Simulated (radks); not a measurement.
Results of a calculation; reference values are marked as such.
Problem. Excited configurations of Eu3+: one electron is placed in a higher orbital outside [Xe] 4f5. The ground configuration is [Xe] 4f6. Code: a radial shooting solver on a logarithmic mesh with Libxc functionals. Model: non-relativistic Kohn-Sham, PBE, spin-polarised, spherical densities, point nucleus; open shells are filled with parallel spins first (spin-orbit coupling, left out, can overturn this in heavy ions); relativity is left out, which matters for an element this heavy. Excitation = E - E(ground); binding = E(ion) - E, where the ion is the core of charge +4; n* = 4/sqrt(2 binding) in atomic units, and the quantum defect is n - n*.

outer orbital  excitation (eV)  binding (eV)     n*  quantum defect  eigenvalue (eV)  <r> (bohr)
5d                      15.959        32.943  2.571           2.429          -27.716       2.044
6s                      21.647        27.255  2.826           3.174          -24.082       3.152
6d                      32.890        16.012  3.687           2.313          -14.117       4.629
6f                      39.164         9.738  4.728           1.272           -8.481       7.113
7s                      33.848        15.054  3.803           3.197          -13.502       5.646
7d                      38.854        10.048  4.655           2.345           -8.909       7.732
7f                      42.105         6.797  5.659           1.341           -6.040       10.91

Estimate the row for 5f.

Solution. excitation (eV) 34.213; binding (eV) 14.689; n* 3.850; quantum defect 1.150; eigenvalue (eV) -12.224; <r> (bohr) 4.032. The Delta-SCF ionisation energy is 48.902 eV (NIST Atomic Spectra Database: 42.9 eV, semi-empirical). Self-interaction in the functional shifts the binding energies and quantum defects, so they are the method's values and not measured ones. Relativity is left out here, which matters for elements this heavy. Open shells are spherical and high-spin; term and fine-structure splittings are not resolved.
